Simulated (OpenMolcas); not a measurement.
Yb3+ among 8 point charges of -2 e arranged as a cube (Oh), 3.21 Å from the ion.

```
Program             : OpenMolcas 26.06
Method              : SS-CASPT2, IPEA 0.25 Eh, imaginary shift 0.1 Eh (closed shells correlated: 5s 5p)
Basis               : ANO-RCC-VDZP [7s6p4d2f1g]
Scalar Hamiltonian  : DKH2, point nucleus
Active space        : 13 electrons in 7 orbitals (4f)
State averaging     : 2S+1 = 2 odd, 7 roots
Spin-orbit coupling : state interaction with AMFI integrals over the reference wave functions
```

Question: What is the spin-free ground state (labels of O, the rotations of Oh)?

Answer: 2A2, 1-fold in its orbital part, 100 % from free-ion F terms; it has the highest spin that f13 allows.

Question: Where is the first state of the same spin?

Answer: 2T2 at 45.9 cm-1 above the ground state.

Question: What are the lowest two levels with spin-orbit coupling?

Answer: A 2-fold level Γ7 with g = 3.43, 3.43, 3.43, then a 4-fold level Γ8 48 cm-1 above it. Their leading multiplicities are 2 (100 %) and 2 (100 %).

Question: What is χT at 300 K, and how does it compare with the textbook value?

Answer: Hund's rules give f13 the level 2F7/2 with g = 1.143, so an isolated free-ion multiplet has χT = g² J(J+1) / 8 = 2.571 cm3 K/mol. The computed 2.571 at 300 K differs by 0 %, through the field's splitting, the mixing of terms and any other multiplet in reach.

Roots that are degenerate in the reference are averaged as groups; the widest CASPT2 spread within a group is 26 cm-1 (the 3-fold group of multiplicity 2 near 45.9 cm-1 above the lowest state of its run). Shifts and gaps below about the spread of the groups concerned are not significant. This is an electrostatic model: the charges have no orbitals. No measured value stands beside these numbers.
